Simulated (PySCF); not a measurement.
The numbers are results of PBE-D3(BJ)/def2-TZVP // B3LYP-D3(BJ)/def2-TZVP (PySCF), not measurements. Gas-phase values, no solvent. One relaxed conformer stands for a flexible species; it need not be the lowest. Excitations are Tamm–Dancoff values on a coarser integration grid. The basis has no diffuse functions, so Rydberg states are missing or too high.

Reference species (SMILES): `[SiH2]([SiH2][SiH3])O[SiH3]` (Si–O–Si–Si torsion -27°, O–Si–Si–Si torsion -179°) (neutral, multiplicity 1).

The HOMO–LUMO gap comes out as 5.02 eV and the T1 excitation (TDA) is 4.72 eV. The LUMO is -1.62 eV.

Changed species: `O[SiH2][SiH]([SiH3])[SiH3]` (H–O–Si–Si torsion 180°, O–Si–Si–Si torsion 59°).

Predict the effect on the HOMO–LUMO gap, T1 excitation (TDA) and LUMO.

the HOMO–LUMO gap rises by 0.25 eV, to 5.27 eV; the T1 excitation (TDA) increases by 0.22 eV, to 4.94 eV; the LUMO goes up by 0.15 eV, to -1.47 eV.
